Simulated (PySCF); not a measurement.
# The 10-electron isoelectronic series, non-relativistic

Calculated with PySCF 2.14 from differences of total energies of unrestricted determinants, without spin-orbit coupling. Each ion has its own even-tempered basis scaled to its charge (17s10p6d5f4g for the first); frozen: nothing. Ionisation energies in eV.

| ion | configuration | UHF | LDA | PBE | PBE0 | r2SCAN | MP2 (all electrons) | NIST (with spin-orbit, Breit and QED) |
| --- | --- | --- | --- | --- | --- | --- | --- | --- |
| Nd⁵⁰⁺ | [Ne] (1S) | 9691.6 | 9687.2 | 9688.0 | 9689.4 | 9692.6 | 9693.3 | 9742 ± 4 (t) |
| Sm⁵²⁺ | [Ne] (1S) | 10432.5 | 10427.7 | 10428.6 | 10430.1 | 10433.4 | 10434.2 | 10494 ± 4 (t) |
| Gd⁵⁴⁺ | [Ne] (1S) | 11200.6 | 11195.5 | 11196.4 | 11198.0 | 11201.5 | 11202.2 | 11273 ± 5 (t) |
| Dy⁵⁶⁺ | [Ne] (1S) | 11995.9 | 11990.5 | 11991.5 | 11993.1 | 11996.7 | 11997.5 | 12081 ± 5 (t) |
| Er⁵⁸⁺ | [Ne] (1S) | 12818.3 | 12812.6 | 12813.8 | 12815.4 | 12819.2 | 12820.0 | 12918 ± 6 (t) |
| Yb⁶⁰⁺ | [Ne] (1S) | 13668.1 | 13662.0 | 13663.3 | 13665.0 | 13668.8 | 13669.7 | 13784 ± 10 (t) |
| Hf⁶²⁺ | [Ne] (1S) | 14545.0 | 14538.6 | 14539.9 | 14541.7 | 14545.7 | 14546.6 | 14678 ± 15 (t) |
| W⁶⁴⁺ | [Ne] (1S) | 15449.1 | 15442.4 | 15443.9 | 15445.7 | 15449.8 | 15450.8 | 15566 ± 11 (s) |
| Os⁶⁶⁺ | [Ne] (1S) | 16380.5 | 16373.5 | 16375.0 | 16376.9 | 16381.1 | 16382.1 | 16560 ± 40 (t) |
| Pt⁶⁸⁺ | [Ne] (1S) | 17339.0 | 17331.7 | 17333.3 | 17335.2 | 17339.6 | 17340.7 | 17540 ± 50 (t) |

Each ion has its own basis, which adds noise of up to about 0.1 % along the series.

NIST values marked (s) are semi-empirical, (t) theoretical. Open shells are high-spin determinants of the terms that Hund's rules give.

All relativistic terms are absent from the calculated values; where these lie close to NIST, scalar and spin-orbit shifts of opposite sign can cancel.
